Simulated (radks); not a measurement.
The nuclear charge of neutral scandium is varied continuously with 21 electrons held in [Ar] 3d1 4s2. Calculated with a radial shooting solver on a logarithmic mesh with Libxc functionals: scalar-relativistic Kohn-Sham, r2SCAN, spin-polarised, spherical densities, finite nucleus; open shells are filled with parallel spins first; meta-GGA in the generalised Kohn-Sham scheme; Fermi nuclear charge, rms radius 3.5459 fm. By the Hellmann-Feynman theorem dE/dZ = E(electron-nucleus)/Z, the electronic potential at the nucleus (averaged over a nucleus of fixed radius). The scalar-relativistic energy here is not variational (the density holds large components alone), so the two differ by a part that grows with Z.

\begin{tabular}{lrrrrr}
Z & E (hartree) & E(electron-nucleus)/Z (hartree) & HOMO & e(HOMO) (eV) & <r> HOMO (bohr) \\ \hline
20.75 & -742.79174 & -85.0893 & 3d & -1.116 & 2.120 \\
21 & -764.24337 & -86.4336 & 3d & -3.418 & 1.838 \\
21.25 & -786.03071 & -87.7716 & 4s & -5.787 & 3.613 \\
21.5 & -808.15255 & -89.1057 & 4s & -7.657 & 3.404 \\
21.75 & -830.60813 & -90.4373 & 4s & -9.684 & 3.225 \\
22 & -853.39695 & -91.7673 & 4s & -11.861 & 3.070 \\
\end{tabular}

The central difference of E at Z = 21 is -86.478 hartree, to compare with the third column; the second derivative is -5.37 hartree.
